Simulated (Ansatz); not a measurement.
Input for Ansatz (an electronic-structure program): R-B97M-V/def2-TZVPP on CN-, 2S+1 = 1, a spin state set in the input, which need not be the lowest, a point of a bond scan (R = 1.175 Å). Charge -1.

Ansatz 0.2 input:
```yaml
crystal:
  periodic: [false, false, false]
  atoms:
    - {symbol: C, position_ang: [0.00000000, 0.00000000, 0.00000000]}
    - {symbol: N, position_ang: [0.00000000, 0.00000000, 1.17465000]}
basis:
  gaussian:
    orbitals: def2-TZVPP
    pivot_positions_ang: [[0.00000000, 0.00000000, 0.00000000], [0.00000000, 0.00000000, 1.17465000]]
hamiltonian:
  xc: {name: B97M-V}
total_charge: -1
output: {forces: true, orbitals: {seedname: ./end}}
```

Output:

```
WARN ansatz: RAYON_NUM_THREADS=1 ignored (pool sized by the plan → 1); use --threads N
Functional definition: B97M-V
integrals: 0.01 GiB planned
335 factors; their error is unknown
mean field: 0.12 GiB planned
mean field evaluation 1: about -2526.8879 eV, gradient 1.3e1 eV
mean field evaluation 2: about -2525.2439 eV, gradient 3.0e1 eV
mean field evaluation 4: about -2527.3067 eV, gradient 9.9e-1 eV
mean field evaluation 8: about -2527.3074 eV, gradient 1.0e-3 eV
mean field -2527.30736017 eV, -92.8768324159 hartree, gradient 6.3e-5 eV, S^2 0.000000; 0 other end points of the search recorded, 0 dependent functions left out
the calculation of the forces begins
reference -2527.30739128 eV, -92.8768335591 hartree; 7, 7 occupied and 55, 55 virtual orbitals, 335 factors
Total energy: -2527.30739128 eV, -92.8768335591 hartree
Atom 0 at     0.000000     0.000000     0.000000 Å, force     0.000000    -0.000000     0.504989 eV/Å
Atom 1 at     0.000000     0.000000     1.174650 Å, force    -0.000000    -0.000000    -0.504989 eV/Å
Dipole moment:     0.000000     0.000000     0.145841 e Å
```

The calculation finished and met its thresholds.

Cost: about 0.7 core-seconds (a rough figure).
